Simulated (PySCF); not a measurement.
Numbering as in the mapped SMILES `[SiH3:1][CH2:2][C:3]1=[C:4]([CH:5]2[CH2:6][CH2:7]2)[SiH2:8][CH2:9]1`. Hydrogens are named by the atom that carries them. Ha(C6), Ha(C7) are cis to C4 on the ring; Hb(C6), Hb(C7) are trans to C4 on the ring.

- geometry: GFN2-xTB
- GIAO PBE0/pcSseg-1 shieldings
- run in PySCF 2.14
- in vacuum, rapidly exchanging positions averaged, non-relativistic, one conformer

List the cross peaks expected in HSQC, COSY and HMBC spectra.

## Answers



HSQC (one-bond C–H):
```
                  δH           δC
        2.17 (H(C2))    18.0 (C2)
        1.68 (H(C9))    17.5 (C9)
        1.47 (H(C5))    14.8 (C5)
0.71 (Hb(C6)/Hb(C7))  8.8 (C6/C7)
0.23 (Ha(C6)/Ha(C7))  8.8 (C6/C7)
```

COSY cross peaks (H two or three bonds apart, from the bond graph; peaks can be absent where the dihedral angle is near 90°):
```
                  δH                    δH
       4.66 (H(Si8))          1.68 (H(C9))
       3.95 (H(Si1))          2.17 (H(C2))
        1.47 (H(C5))  0.71 (Hb(C6)/Hb(C7))
        1.47 (H(C5))  0.23 (Ha(C6)/Ha(C7))
0.71 (Hb(C6)/Hb(C7))  0.23 (Ha(C6)/Ha(C7))
```

HMBC (two and three bonds, from the bond graph):
```
                  δH                                            δC
       4.66 (H(Si8))  159.3 (C3), 150.6 (C4), 17.5 (C9), 14.8 (C5)
       3.95 (H(Si1))                         159.3 (C3), 18.0 (C2)
        2.17 (H(C2))             159.3 (C3), 150.6 (C4), 17.5 (C9)
        1.68 (H(C9))             159.3 (C3), 150.6 (C4), 18.0 (C2)
        1.47 (H(C5))           159.3 (C3), 150.6 (C4), 8.8 (C6/C7)
0.71 (Hb(C6)/Hb(C7))            150.6 (C4), 14.8 (C5), 8.8 (C6/C7)
0.23 (Ha(C6)/Ha(C7))            150.6 (C4), 14.8 (C5), 8.8 (C6/C7)
```

References, each an isolated molecule treated in the same way: 1H (σref 31.72) and 13C (σref 186.93) against TMS.

Short H···H contacts in this conformer between protons four or more bonds apart (candidates for NOE cross peaks, intensity ∝ r⁻⁶): H(C2)···H(C5) 2.43 Å, H(C2)···H(C9) 2.76 Å.

Shifts are as computed. Against solution values, carbons near 30 ppm lie about +3 ppm off and those near 130 ppm about +5 ppm. Of 1211 compounds with measured shifts, 218 miss one by over three times the rms of a fit or turn the order of signals round; such compounds aren't used in these exercises.
